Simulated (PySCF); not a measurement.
1,2-dichlorocyclobutene (C₄H₄Cl₂), SMILES ClC1=C(Cl)CC1.

Geometry optimised at B3LYP-D3(BJ)/def2-SVP.

All values below come from B3LYP-D3(BJ)/def2-SVP run with PySCF 2.14.0.

Frequencies are harmonic and unscaled.

| mode | ν (cm⁻¹) | IR (km/mol) | Raman (Å⁴/amu) | depolarisation | moving atoms (share of kinetic energy) |
|---|---|---|---|---|---|
| 1 | 150 | 0.5 | 4.5 | 0.70 | Cl 85 %, C 13 % |
| 2 | 194 | 0.0 | 0.0 | – | H 45 %, C 45 %, Cl 10 % |
| 3 | 235 | 3.6 | 0.3 | 0.75 | C 72 %, H 19 %, Cl 9 % |
| 4 | 351 | 3.5 | 1.2 | 0.75 | C 50 %, Cl 33 %, H 18 % |
| 5 | 510 | 0.0 | 1.6 | 0.75 | C 77 %, H 21 % |
| 6 | 526 | 18.4 | 11.9 | 0.19 | Cl 54 %, C 39 % |
| 7 | 546 | 3.1 | 3.9 | 0.75 | C 60 %, Cl 35 % |
| 8 | 827 | 0.6 | 1.6 | 0.75 | H 87 %, C 13 % |
| 9 | 899 | 1.1 | 11.2 | 0.41 | C 69 %, H 30 % |
| 10 | 951 | 109.8 | 0.7 | 0.75 | C 90 % |
| 11 | 1035 | 0.0 | 2.5 | 0.75 | H 55 %, C 45 % |
| 12 | 1078 | 0.3 | 7.7 | 0.75 | H 86 %, C 14 % |
| 13 | 1112 | 23.0 | 0.3 | 0.75 | C 64 %, H 35 % |
| 14 | 1147 | 0.0 | 7.4 | 0.75 | H 87 %, C 13 % |
| 15 | 1150 | 24.6 | 1.7 | 0.57 | C 76 %, H 23 % |
| 16 | 1196 | 3.2 | 9.5 | 0.19 | H 54 %, C 45 % |
| 17 | 1267 | 62.6 | 0.7 | 0.75 | C 59 %, H 41 % |
| 18 | 1445 | 0.2 | 30.7 | 0.75 | H 92 % |
| 19 | 1465 | 0.8 | 21.7 | 0.32 | H 84 %, C 16 % |
| 20 | 1701 | 52.5 | 34.2 | 0.18 | C 97 % |
| 21 | 3052 | 26.0 | 109.1 | 0.75 | H 95 % |
| 22 | 3056 | 32.3 | 295.8 | 0.01 | H 95 % |
| 23 | 3110 | 0.0 | 111.1 | 0.75 | H 90 %, C 10 % |
| 24 | 3118 | 25.1 | 122.4 | 0.75 | H 90 %, C 10 % |
